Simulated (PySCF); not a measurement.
H4MgO2Si, SMILES [OH][Mg][O][SiH3].

Geometry: r2SCAN-D4/def2-SVP. The values are those of a single conformer.

The numbers are results of CAM-B3LYP/def2-TZVPD run with PySCF, not measurements.

The molecule is in vacuum.

Computed frontier levels, gap, dipole moment and polarisability:
```
Quantity                                                                                                        Value
---------------------------------------------------------------------------------------------  ----------------------
highest occupied level                                                                                       -9.50 eV
lowest empty level                                                                                           -0.73 eV
orbital gap                                                                                                   8.76 eV
dipole moment                                                                                                  1.83 D
quadrupole, principal values (traceless, Buckingham form, about the centre of nuclear charge)   -5.62, 2.81, 2.81 D·Å
mean static polarisability                                                                       54.3 bohr³ (8.05 Å³)
polarisability, principal values                                                               50.4, 50.4, 62.1 bohr³
```
